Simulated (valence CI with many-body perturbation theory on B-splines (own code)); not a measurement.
Dy LXI in brief

Calculated by relativistic CI+MBPT: four valence electrons over a frozen Dirac-Fock core [He], radial functions for each j: 11 s, 11 p, 10 d, 8 f, 5 g, 2 h, with the one-electron correlation potential Σ1, the two-electron term Σ2, the three-electron term Σ3, Breit, model QED; selected CI, second order for the rest, scaled by the run's own slope (own B-spline code, finite nucleus).

No measured spectrum was set against this ion. As an estimate, large intervals hold to a few tenths of a per cent, small ones and those within an open d or f shell to about a per cent. Among the levels kept, up to 930 cm⁻¹ of a level comes from second order outside the variational space, and about a tenth of that is noise between levels of different J, which matters for small intervals.

Levels are named by their leading jj configuration (3d3/2^4 stands for four electrons in 3d with j = 3/2), which in mixed levels can hold well under half, so a name can repeat and another be missing.

Rates and lifetimes use the calculated energies. Strong lines usually hold to 10 to 20 %, long lifetimes can be off by a factor of two.

What is the ground level?

(2s^2 2p1/2^2) J=0, composition 69 % 2s²2p² ³P + 31 % 2s²2p² ¹S.

Name the longest-lived excited levels whose lifetime is computed, and their main decay.

(2s^2 2p1/2 2p3/2) J=2 at 62.50 Ry lives 86.0 ns, mostly by E2 to (2s^2 2p1/2^2) J=0; (2s^2 2p1/2 2p3/2) J=1 at 61.20 Ry lives 275 ps, mostly by M1 to (2s^2 2p1/2^2) J=0.

Among levels below 782.03 Ry, which E1 lines absorb most strongly from the ground level?

to (2s^2 2p1/2 3d3/2) J=1 at 0.1477 nm, f = 1.08; to (2s 2p1/2^2 3p1/2) J=1 at 0.1498 nm, f = 0.374; to (2s 2p1/2^2 3p3/2) J=1 at 0.1451 nm, f = 0.328.

Where does the other parity begin?

At (2s 2p1/2^2 2p3/2) J=2, 79.69 Ry.

How well does LS coupling describe the low levels?

Among the lowest 20 levels the leading LS term, summed over configurations, holds 67 % on average. For single configurations the figures are 67 % in LS and 100 % in jj coupling. Terms mix most in the J = 1 level at 85.30 Ry, where the leading one holds 32 %.

What is the ionisation energy?

14145 eV; NIST lists 14144 ± 10 eV (theoretical).
